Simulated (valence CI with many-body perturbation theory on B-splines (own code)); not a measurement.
# Level structure of Cs⁵⁺

Calculated by relativistic CI+MBPT: four valence electrons over a frozen Dirac-Fock core [Kr] 4d10, radial functions for each j: 11 s, 11 p, 10 d, 8 f, 5 g, 2 h, with the one-electron correlation potential Σ1, the two-electron term Σ2, the three-electron term Σ3, Breit, model QED; selected CI, second order for the rest, scaled by the run's own slope (own B-spline code, finite nucleus).

Against 29 measured levels this calculation errs by 360 cm⁻¹ on average and by 760 at most. These come from a selection out of Sansonetti, J. Phys. Chem. Ref. Data 38, 761 (2009). Levels without a partner in it may be off by more, other configurations by several thousand cm⁻¹. Among the levels kept, up to 480 cm⁻¹ of a level comes from second order outside the variational space, and about a tenth of that is noise between levels of different J, which matters for small intervals.

Levels 91 to 135 of 173, with energies above the lowest level, 5s2.5p2 3P_0. "Leading %" is the weight of the configuration and term that name the level; weights of strongly mixed levels are sums over their largest components and can fall short.

```tsv
No.	Configuration	Term	J	E (eV)	Leading %	g	Second component
91	4f.5s.5p2	1G°	4	38.062	47	1.056	16 % 4f.5s.5p2 3F°
92	5s.5p2.5d	5P	2	38.159	81	1.770	7 % 5s.5p2.5d 3P
93	4f.5s.5p2	3F°	3	38.170	69	1.099	6 % 4f.5s2.5d 3F°
94	5s2.5p.6p	3D	3	38.194	92	1.333	
95	4f.5s.5p2	3F°	2	38.202	77	0.726	7 % 4f.5s.5p2 1D°
96	5s.5p2.5d	5P	1	38.329	87	2.409	4 % 5s.5p2.5d 3P
97	5s.5p2.5d	3P	2	38.368	50	1.422	20 % 5p4 3P
98	4f.5s.5p2	3G°	4	38.378	32	1.031	29 % 4f.5s.5p2 3H°
99	4f.5s.5p2	3G°	5	38.389	55	1.165	26 % 4f.5s.5p2 3H°
100	4f.5s.5p2	1F°	3	38.389	41	0.962	23 % 4f.5s.5p2 3G°
101	5s2.5p.6p	3S	1	38.522	73	1.800	15 % 5s2.5p.6p 1P
102	5s.5p2.5d	3F	4	38.602	61	1.296	23 % 5s.5p2.5d 5D
103	4f.5s.5p2	3H°	4	38.612	44	1.018	25 % 4f.5s.5p2 3F°
104	5p4	1S	0	38.727	45		21 % 5s.5p2.5d 3P
105	5s2.5p.6p	1D	2	38.820	57	1.188	33 % 5s2.5p.6p 3P
106	4f.5s.5p2	3H°	5	38.980	50	1.098	27 % 4f.5s.5p2 3G°
107	4f.5s.5p2	1F°	3	39.151	30	1.072	26 % 4f.5s.5p2 3D°
108	4f.5s.5p2	3H°	6	39.152	80	1.179	9 % 4f.5s2.5d 3H°
109	5s.5p2.5d	3P	1	39.359	36	1.231	19 % 5p4 3P
110	4f.5s.5p2	3D°	1	39.427	81	0.531	7 % 4f.5s2.5d 3D°
111	4f.5s.5p2	3D°	2	39.534	69	1.187	9 % 4f.5s.5p2 3P°
112	4f.5s.5p2	3F°	4	39.662	46	1.128	14 % 4f.5s.5p2 1G°
113	4f.5s.5p2	1D°	2	39.714	62	1.046	10 % 4f.5s.5p2 3P°
114	5s.5p2.5d	3F	2	39.779	39	0.990	28 % 5s.5p2.5d 3D
115	5s.5p2.5d	3G	3	39.797	64	0.834	20 % 5s.5p2.5d 1F
116	5s2.5p.6p	1S	0	39.887	75		13 % 5s2.5p.6p 3P
117	4f.5s.5p2	3D°	3	40.016	57	1.214	11 % 4f.5s.5p2 3F°
118	5s.5p2.5d	3G	4	40.245	80	1.073	8 % 5s.5p2.5d 3F
119	4f.5s.5p2	1H°	5	40.266	74	1.030	11 % 4f.5s.5p2 3G°
120	5s.5p2.5d	3D	3	40.298	58	1.203	14 % 5s.5p2.5d 3F
121	5s.5p2.5d	3P	0	40.446	43		26 % 5p4 3P
122	5s.5p2.5d	3D	1	40.462	65	0.780	19 % 5s.5p2.5d 3P
123	4f.5s.5p2	3P°	1	40.504	72	1.404	8 % 4f.5s2.5d 3P°
124	4f.5s.5p2	3P°	2	40.515	56	1.335	8 % 4f.5s.5p2 3D°
125	4f.5s.5p2	3P°	0	40.605	81		10 % 4f.5s2.5d 3P°
126	5s.5p2.5d	1G	4	40.651	60	1.076	21 % 5s.5p2.5d 3F
127	5s.5p2.5d	3F	3	40.737	35	1.042	30 % 5s.5p2.5d 1F
128	4f.5s.5p2	3G°	3	40.786	60	0.870	15 % 4f.5s.5p2 3F°
129	5s.5p2.5d	3G	5	40.819	86	1.214	7 % 5s.5p2.5d 5F
130	4f.5s.5p2	3G°	4	40.823	43	1.127	21 % 4f.5s.5p2 3F°
131	4f.5s.5p2	3F°	2	40.989	44	0.883	13 % 4f.5s.5p2 3D°
132	5s.5p2.5d	3D	2	41.072	39	0.985	27 % 5s.5p2.5d 3F
133	4f.5s.5p2	3D°	3	41.154	40	1.171	32 % 4f.5s.5p2 3F°
134	4f.5s.5p2	1P°	1	41.320	70	0.973	11 % 4f.5s.5p2 3D°
135	5s.5p2.5d	3D	1	41.414	90	0.549
```

Names give the largest LS component (configuration and term), which can be under half, so a name can repeat, a term be missing and a line seem to break the LS rules; names also repeat where a configuration has a term twice.

Where two levels of one J and parity lie close, their mixing, g and order are uncertain.
